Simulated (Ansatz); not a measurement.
**Strength of the N–Ga bond: C2H8GaN → GaH(CH3) + CH4N**

Species: C2H8GaN `C[NH][GaH][CH3]`, singlet; GaH(CH3), doublet; CH4N (methyl amino radical) `C[NH]`, doublet. 

Shapes, held fixed at every level: PBE0-D4/def2-TZVP. Flexible molecules stand in one conformer, not always the lowest. Programs: Ansatz 0.2.0. The zero-point and thermal change to 298 K, harmonic and unscaled (PBE0-D4/def2-TZVP), is -16.4 kJ/mol.

| level | kind | ΔH(298 K) (kJ/mol) | less CCSD/def2-SVP |
| --- | --- | --- | --- |
| MP2/def2-SVP | perturbation theory | +388.1 | +32.0 |
| MP2/def2-TZVPP | perturbation theory | +399.1 | +43.0 |
| SPW92/def2-TZVPP | LDA | +422.9 | +66.8 |
| r2SCAN0-D4/def2-TZVPP | global hybrid | +339.3 | -16.8 |
| wB97M-V/def2-TZVPP | range-separated hybrid | +363.4 | +7.3 |
| B2PLYP/def2-TZVPP | double hybrid | +355.7 | -0.4 |
| CCSD/def2-SVP | coupled cluster or CI | +356.1 | 0.0 |

The highest level, CCSD/def2-SVP, gives ΔH(298 K) = +356.1 kJ/mol; the levels span +339.3 to +422.9. The column of differences is taken from that level and isn't an error. No measured value is set beside it here. Open shells run unrestricted. Relativity is left out for Ga. Outer-core shells of Ga are correlated in most correlated rows, in sets that cover them unevenly.
